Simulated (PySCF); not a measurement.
C4H2ClFSi, SMILES C#C[Si](F)(Cl)C#C.

Coordinates come from a ωB97X-D3(BJ)/def2-SVP optimisation. The structure was generated by enumeration, and PubChem lists no compound with its InChIKey, so it may never have been made.

All values below come from PySCF with TDDFT-PBE/def2-SVPD.

Vertical excitations. Isolated molecule, no solvent. State labels are in the subgroup Cs.

Computed excitation energies, oscillator strengths and character:
```csv
state,symmetry,energy (eV),λ (nm),f,main pairs
S1,A",5.26,236,0.000,HOMO→LUMO 97 %
S2,A",5.44,228,0.000,"HOMO−1→LUMO 54 %, HOMO→LUMO+1 46 %"
S3,A",5.55,224,0.000,HOMO−1→LUMO+1 98 %
S4,A',5.57,222,0.003,"HOMO−2→LUMO 63 %, HOMO−2→LUMO+1 28 %"
S5,A',5.73,216,0.005,"HOMO−2→LUMO+1 60 %, HOMO−3→LUMO 23 %, HOMO−2→LUMO 10 %"
S6,A',5.80,214,0.005,"HOMO−3→LUMO 55 %, HOMO−3→LUMO+1 31 %, HOMO−2→LUMO 11 %"
S7,A",6.10,203,0.184,"HOMO→LUMO+1 34 %, HOMO−1→LUMO 28 %, HOMO−4→LUMO 12 %, HOMO−2→LUMO+2 9 %"
S8,A',6.18,201,0.028,"HOMO−3→LUMO+1 48 %, HOMO→LUMO+2 14 %, HOMO−3→LUMO 8 %"
S9,A",6.21,200,0.017,HOMO−4→LUMO 84 %
S10,A",6.40,194,0.020,HOMO−4→LUMO+1 81 %
T1,A",4.61,269,0,"HOMO−1→LUMO 45 %, HOMO→LUMO+1 40 %"
T2,A',4.81,258,0,"HOMO−2→LUMO 47 %, HOMO−3→LUMO+1 12 %, HOMO−2→LUMO+1 11 %, HOMO−3→LUMO 9 %"
T3,A",4.90,253,0,"HOMO→LUMO 69 %, HOMO−1→LUMO+1 23 %"
T4,A",4.93,252,0,"HOMO→LUMO+1 50 %, HOMO−1→LUMO 45 %"
```
Triplets are in the Tamm–Dancoff approximation, which puts them higher than full response would, so one can lie above its singlet here.
